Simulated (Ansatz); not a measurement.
Species: SiNH3F, charge 0, doublet. SiNH3F (SMILES F[SiH2][NH], doublet).
B3LYP-D3(BJ)/def2-TZVP minimum from Ansatz (a quantum-chemistry and plane-wave program):
```
Si
F 1 1.6067
N 1 1.7253 2 115.80
H 3 1.0201 1 119.77 2 0.00
H 1 1.4771 2 107.53 3 -119.32
H 1 1.4771 5 112.48 2 118.20
```
Charge 0, spin multiplicity 2.

Total energies in cc-pV(D+d)Z, 19 correlated electrons, 7 frozen orbitals. Radicals and triplets start from unrestricted determinants; spin-orbit coupling is neglected. Correlated methods leave the cores frozen. No relativity.

```csv
method,program,energy (Eh),minus CCSDT(Q) (mEh)
HF,Ansatz,-444.61183,461.05
MP2,Ansatz,-445.02962,43.26
CCSD,Ansatz,-445.06265,10.23
CCSD(T),Ansatz,-445.07110,1.78
CCSDT(Q),Ansatz,-445.07288,0.00
```

Rough core times of Ansatz's runs on a shared machine: CCSD(T) under 20 s, CCSDT(Q) 10 min.
